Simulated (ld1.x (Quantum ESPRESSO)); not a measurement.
## What one change does to a pseudopotential (Sb (Z = 51), ultrasoft)

ld1.x (Quantum ESPRESSO) 7.5 input, shortened:

```
&input
   title='Sb', zed=51., rel=1, dft='PBE', iswitch=3,
   config='[Kr] 4d10 5s2 5p3'
 /
 &inputp
   pseudotype=3, tm=.true., lloc=-1, rcloc=1.10,
   nlcc=.true., new_core_ps=.true.,
   which_augfun='PSQ', rmatch_augfun_nc=.true.
 /
6
5S  1  0   2.00   0.00  1.80  2.10  0.0
5S  1  0   0.00   0.05  1.80  2.10  0.0
5P  2  1   3.00   0.00  1.70  2.05  0.0
5P  2  1   0.00   0.10  1.70  2.05  0.0
4D  3  2  10.00   0.00  0.65  0.90  0.0
4D  3  2   0.00  -1.60  0.65  0.90  0.0
 &test
   configts(1)='4d10 5s2 5p3'
 /
```

Change: local potential all-electron potential smoothed inside 1.60 bohr (lloc = -1).

Cutoffs: the cutoffs (Ry, on a coarse ladder) from which the occupation-weighted sum of valence levels, in a spherical-Bessel basis at the reference potential, stays within 10 and 1 mRy of its value at 400 Ry; they do not see the model core or the augmentation charge, which bear on the density cutoff. Errors are all-electron minus pseudo energies relative to the spin-unpolarised reference configuration.

Question: What does the change do?

Answer: The potential gets neither clearly harder nor softer (140 Ry and 260 Ry → 140 Ry and 260 Ry); the bound ghosts move from p, s to s; the errors of the 7 common tests hardly move; the range in which the p phases agree narrows (upper end at the end of the scan → 1.9). A state that the projectors do not describe sees the local part alone, so a deeper or shallower local part can create or remove a ghost.

| quantity | base | changed |
| --- | --- | --- |
| cutoff, loose | 140 Ry | 140 Ry |
| cutoff, tight | 260 Ry | 260 Ry |
| bound ghosts | s, p | s |
| error for 4d10 5s2 5p2, meV [ΔE 8.32 eV] | -3.2 | -3.1 |
| error for 4d10 5s2 5p1, meV [ΔE 24.28 eV] | -15 | -15 |
| error for 4d10 5s2 5p0, meV [ΔE 48.70 eV] | -47 | -47 |
| error for 4d10 5s2 5p2.5, meV [ΔE 3.26 eV] | -0.9 | -0.9 |
| error for 4d10 5s1 5p0, meV [ΔE 92.99 eV] | -75 | -75 |
| error for 4d9 5s2 5p4, meV [ΔE 31.12 eV] | -95 | -98 |
| error for 4d10 5s1 5p3, meV [ΔE 17.05 eV] | -5.8 | -5.8 |
| s: phases at 2.31 bohr within 0.05 rad from the reference energy up to (Ry; the scan ends near 5) | 4.7 | to the end of the scan |
| p: phases at 2.31 bohr within 0.05 rad from the reference energy up to (Ry; the scan ends near 5) | to the end of the scan | 1.9 |
| d: phases at 2.31 bohr within 0.05 rad from the reference energy up to (Ry; the scan ends near 5) | to the end of the scan | to the end of the scan |
| lowest overlap eigenvalue by channel | s 0.10, p 0.46, d 0.90 | s 0.30, p 0.53, d 0.92 |

 A true bound ghost makes a file unfit for plane-wave use even where its test errors are small: the radial tests pick states by their node count and pass the ghost by.
